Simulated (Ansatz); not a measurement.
Geometry optimisation, Ansatz 0.2.0, DFT PBE, scalar-relativistic, plane waves, PAW.

Input file:

```yaml
crystal:
  lattice:
    - [7.398, 0.0, 0.0]
    - [-3.699, 6.406856, 0.0]
    - [0.0, 0.0, 12.0]
  atoms:
    - { symbol: C, position: [0.0, 0.0, 0.0833333] }
    - { symbol: C, position: [0.2222222, 0.1111111, 0.0833333] }
    - { symbol: C, position: [0.0, 0.3333333, 0.0833333] }
    - { symbol: C, position: [0.2222222, 0.4444444, 0.0833333] }
    - { symbol: C, position: [0.0, 0.6666667, 0.0833333] }
    - { symbol: C, position: [0.2222222, 0.7777778, 0.0833333] }
    - { symbol: C, position: [0.3333333, 0.0, 0.0833333] }
    - { symbol: C, position: [0.5555556, 0.1111111, 0.0833333] }
    - { symbol: C, position: [0.3333333, 0.3333333, 0.0833333] }
    - { symbol: C, position: [0.5555556, 0.4444444, 0.0833333] }
    - { symbol: C, position: [0.3333333, 0.6666667, 0.0833333] }
    - { symbol: C, position: [0.5555556, 0.7777778, 0.0833333] }
    - { symbol: C, position: [0.6666667, 0.0, 0.0833333] }
    - { symbol: C, position: [0.8888889, 0.1111111, 0.0833333] }
    - { symbol: C, position: [0.6666667, 0.3333333, 0.0833333] }
    - { symbol: C, position: [0.8888889, 0.4444444, 0.0833333] }
    - { symbol: C, position: [0.6666667, 0.6666667, 0.0833333] }
    - { symbol: C, position: [0.8888889, 0.7777778, 0.0833333] }
    - { symbol: Pd, position: [0.7305549, 0.1513646, 0.2475] }
basis:
  ecutwfc: 420.0
kpoints:
  mp_grid: { grid: [2, 2, 1] }
hamiltonian:
  xc: pbe
scf:
  occupations: { method: fermi_dirac, width: 0.05 }
  lower_state_search: "off"
relax:
  f_tol: 0.03
  max_steps: 60
  adjacent_minimum: "off"
```

Launched with:

```bash
$ ansatz run input.yaml --threads 1 --pin off --max-ram 3072MiB --backend cpu --events-out ev --progress --plain --runs-dir out
```

Where does it end, and by what steps?

It converged. Limits of this set-up: coarse k mesh, slab without dipole correction. After 8 steps the energy has fallen by 0.209 eV; Pd19 moved furthest, 0.79 Å.

```
step  energy less start (eV)  largest force component (eV/Å)  accepted
   0                  0.0000                           0.903       yes
   1                 -0.0682                           0.395       yes
   2                 -0.1060                           0.205       yes
   3                 -0.1462                           0.185       yes
   4                 -0.1822                           0.189       yes
   5                 -0.2002                           0.223       yes
   6                 -0.2078                           0.069       yes
   7                 -0.2089                           0.035       yes
   8                 -0.2091                           0.009       yes
```

```xyz
19
Lattice="7.3980 0.0000 0.0000 -3.6990 6.4069 0.0000 0.0000 0.0000 12.0000" Properties=species:S:1:pos:R:3
C 0.026 0.034 0.975
C 1.262 0.742 0.976
C -1.206 2.172 0.957
C 0.031 2.878 0.946
C -2.442 4.305 0.946
C -1.204 5.012 0.957
C 2.478 0.028 1.012
C 3.719 0.749 1.107
C 1.259 2.169 0.970
C 2.496 2.880 0.976
C 0.024 4.302 0.956
C 1.265 5.000 1.011
C 4.968 0.028 1.107
C 6.208 0.748 1.011
C 3.723 2.183 1.012
C 4.964 2.881 0.956
C 2.492 4.304 0.976
C 3.729 5.014 0.970
Pd 4.345 0.388 3.151
```

Time of the run: 55 s on 1 CPU thread of a shared host.
